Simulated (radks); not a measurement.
Values are calculated unless marked as measured or tabulated.
Q: Species: Ti IV. Configuration: [Ar] 3d1 (the NIST ground configuration). Code: a radial shooting solver on a logarithmic mesh with Libxc functionals. Model: scalar-relativistic Kohn-Sham, PBE, spin-unpolarised, spherical densities, finite nucleus; Fermi nuclear charge, rms radius 3.5921 fm. Some entries of the table are withheld. Estimate them.

| orbital | occ. | eigenvalue (hartree) | r(max) (bohr) |
|---|---|---|---|
| 1s | 2 | -180.1591 | 0.04555 |
| 2s | 2 | -20.98136 | 0.2689 |
| 2p | 6 | (1) | (2) |
| 3s | 2 | -3.49278 | 0.8650 |
| 3p | 6 | -2.60633 | 0.8936 |
| 3d | 1 | -1.27487 | (3) |

A: 
(1) 2p eigenvalue (hartree): -17.57410
(2) 2p r(max) (bohr): 0.2196
(3) 3d r(max) (bohr): 0.9251
